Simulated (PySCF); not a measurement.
`c1cc2sccc2s1`, C$_{6}$H$_{4}$S$_{2}$

Geometry:
```csv
atom,x (Å),y (Å),z (Å)
C1,-2.231,0.071,0.392
C2,-1.506,-0.998,-0.022
C3,-0.143,-0.662,-0.160
S4,1.289,-1.506,-0.631
C5,2.231,-0.071,-0.397
C6,1.505,0.998,0.018
C7,0.143,0.661,0.154
S8,-1.288,1.507,0.626
H9,-3.285,0.117,0.583
H10,-1.915,-1.971,-0.218
H11,3.285,-0.118,-0.586
H12,1.916,1.971,0.215
```

Computed with TDDFT CAM-B3LYP/def2-SVPD excited states, vertical, gas phase in PySCF. Geometry: GFN2-xTB.

Q: How strongly do the lowest singlets absorb one photon, and two photons of half the energy?

A: δ for parallel linear polarisation; σ at the peak of a Lorentzian of half width 0.1 eV, single beam; Ω is circular over linear.
```
state  E (eV)      f  photon λ (nm)  δ (au)  σ (GM)     Ω                                  main
   S1    5.01  0.262            495    <0.1    0.00     –                        HOMO→LUMO 0.95
   S2    5.24  0.099            473    <0.1    0.00     –                      HOMO−1→LUMO 0.93
   S3    5.63  0.000            440    0.65    0.01  1.50  HOMO→LUMO+1 0.71, HOMO−1→LUMO+1 0.10
   S4    5.80  0.000            427    <0.1    0.00     –                      HOMO→LUMO+2 0.70
   S5    5.83  0.000            425    22.1    0.28  1.50  HOMO−1→LUMO+1 0.69, HOMO→LUMO+1 0.13
```

Among these, the strongest one-photon state is S1, the strongest two-photon state S5, with a dipole change of 0.0 D (relaxed, norm of the difference vector).
